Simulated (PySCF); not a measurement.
These compounds are isomers of formula C5H7NO2Si.

A. SMILES C=N[C@H]([SiH3])C(=C=O)C=O
B. SMILES O[Si@H]1OCc2cccn21
C. SMILES C(C(=C)C#N)[SiH2]OC=O
D. SMILES C([C@H](C=C)O[SiH2]C#N)=O
E. SMILES [H]/N=C(/CC#C[SiH3])C(=O)O

Spectrum 1. ¹H NMR (400 MHz, computed): δ 9.77 (d, 1H), 6.19 (m, 1H), 6.00 (m, 1H), 5.92 (m, 1H), 5.42 (d, 1H), 5.29 (m, 1H), 5.04 (d, 1H). ¹³C{¹H} NMR (computed): δ 204.4 (CH), 135.2 (CH), 126.5 (C), 125.5 (CH2), 83.5 (CH).

Spectrum 2. ¹H NMR (400 MHz, computed): δ 8.04 (s, 1H), 6.16 (m, 1H), 6.02 (m, 1H), 5.13 (t, 2H), 2.32 (t, 2H). ¹³C{¹H} NMR (computed): δ 165.0 (CH), 138.5 (CH2), 123.9 (C), 123.6 (C), 25.9 (CH2).

Spectrum 3. ¹H NMR (400 MHz, computed): δ 9.95 (s, 1H), 7.90 (d, 1H), 7.22 (d, 1H), 4.16 (q, 1H), 3.91 (d, 3H). ¹³C{¹H} NMR (computed): δ 205.9 (C), 186.2 (CH), 155.3 (CH2), 61.7 (C), 59.7 (CH).

Spectrum 4. ¹H NMR (400 MHz, computed): δ 6.70 (m, 1H), 6.65 (m, 1H), 6.22 (m, 1H), 5.39 (m, 1H), 5.33 (m, 1H), 4.90 (s, 1H), 2.72 (br s, 1H). ¹³C{¹H} NMR (computed): δ 141.6 (C), 121.6 (CH), 119.4 (CH), 107.2 (CH), 67.5 (CH2).

Spectrum 5. ¹H NMR (400 MHz, computed): δ 12.30 (br s, 1H), 6.34 (br s, 1H), 4.20 (s, 3H), 3.80 (s, 2H). ¹³C{¹H} NMR (computed): δ 169.1 (C), 163.7 (C), 112.6 (C), 84.9 (C), 31.0 (CH2).

PySCF calculation with shieldings: GIAO PBE0/pcSseg-1 and coordinates at the GFN2-xTB level; one averaged value for each set of equivalent atoms, one conformer, isolated molecule, non-relativistic Hamiltonian.

δ = σ(ref) − σ, references computed at the same level: ¹H, ¹³C vs TMS. Where no couplings were computed, multiplicities follow the n + 1 count of equivalent neighbours, and m marks all less simple cases (inequivalent or close neighbours, rings, F or P nearby). Acid and N–H amide carbonyl carbons lie up to 10 ppm further downfield in solution (hydrogen bonding). Shifts are as computed. Against solution values, carbons near 30 ppm lie about +3 ppm off and those near 130 ppm about +5 ppm. Of 1211 compounds with measured shifts, 218 miss one by over three times the rms of a fit or turn the order of signals round; such compounds aren't used in these exercises. OH and NH positions are gas-phase values without hydrogen bonding to other molecules.

Q: Match each spectrum to its structure.

A: 1–D, 2–C, 3–A, 4–B, 5–E.

- Spectrum 1 (D): 5 ¹³C signals; δC 204.4 is an aldehyde carbonyl carbon; δC 135.2 is an alkene CH.
- Spectrum 2 (C): 5 ¹³C signals; δC 138.5 is a terminal =CH2 carbon; δC 123.9 is a fully substituted alkene carbon.
- Spectrum 3 (A): 5 ¹³C signals; δC 186.2 is an aldehyde carbonyl carbon; δC 59.7 is an allylic sp3 CH bonded to N and Si.
- Spectrum 4 (B): 5 ¹³C signals; δC 67.5 is an sp3 CH2 bonded to O, on an aromatic ring; δH 6.70 is the hydrogen on an aromatic CH next to a ring nitrogen.
- Spectrum 5 (E): 5 ¹³C signals; δC 163.7 is a carboxylic acid carbon; δC 84.9 is an alkyne carbon.
